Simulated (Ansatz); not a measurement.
Geometry optimisation, Ansatz, RKS BHLYP-D4/def2-SVPD.

Input file:

```yaml
crystal:
  periodic: [false, false, false]
  atoms:
    - { symbol: C, position_ang: [-0.14243, 1.1033, 0.18963] }
    - { symbol: Si, position_ang: [0.38081, -0.64575, -0.2687] }
    - { symbol: O, position_ang: [0.0738, -1.83229, 0.80195] }
    - { symbol: S, position_ang: [-1.11423, -2.13453, -0.49275] }
    - { symbol: H, position_ang: [0.54263, 1.53117, 0.91658] }
    - { symbol: H, position_ang: [-0.14695, 1.75145, -0.68079] }
    - { symbol: H, position_ang: [-1.1393, 1.11046, 0.62515] }
    - { symbol: H, position_ang: [1.54567, -0.88382, -1.09107] }
basis:
  gaussian: { orbitals: def2-SVPD }
hamiltonian:
  xc: { name: BHLYP }
  dispersion: d4
relax:
  f_tol: 0.02
  max_steps: 50
output:
  orbitals: {}
```

Run as:

```bash
$ ansatz run input.yaml --threads 2 --pin off --max-ram 3072MiB --backend cpu --events-out ev --progress --plain --runs-dir out
```

Task: Where does it end, and by what steps?

Result: The run converged. The force dipped under the threshold on the way, but the program's further checks kept it going. After 6 steps the energy has fallen by 0.090 eV; H8 moved furthest, 0.15 Å.

```json
{"step": "0", "energy less start (eV)": "0.0000", "largest force component (eV/Å)": "1.105", "accepted": "yes"}
{"step": "1", "energy less start (eV)": "-0.0705", "largest force component (eV/Å)": "0.640", "accepted": "yes"}
{"step": "2", "energy less start (eV)": "-0.0870", "largest force component (eV/Å)": "0.152", "accepted": "yes"}
{"step": "3", "energy less start (eV)": "-0.0886", "largest force component (eV/Å)": "0.033", "accepted": "yes"}
{"step": "4", "energy less start (eV)": "-0.0890", "largest force component (eV/Å)": "0.033", "accepted": "yes"}
{"step": "5", "energy less start (eV)": "-0.0894", "largest force component (eV/Å)": "0.007", "accepted": "yes"}
{"step": "6", "energy less start (eV)": "-0.0895", "largest force component (eV/Å)": "0.010", "accepted": "yes"}
```

```xyz
8
Properties=species:S:1:pos:R:3
C -0.137 1.083 0.179
Si 0.325 -0.645 -0.269
O 0.006 -1.858 0.829
S -1.115 -2.135 -0.548
H 0.632 1.521 0.822
H -0.214 1.704 -0.718
H -1.091 1.099 0.706
H 1.593 -0.769 -1.001
```

Whether the end is a true minimum wasn't checked by a vibrational analysis.

Time of the run: 11 s on 2 threads of AMD EPYC 9B45 (Zen 5), on a shared host, peak memory 0.31 GiB.
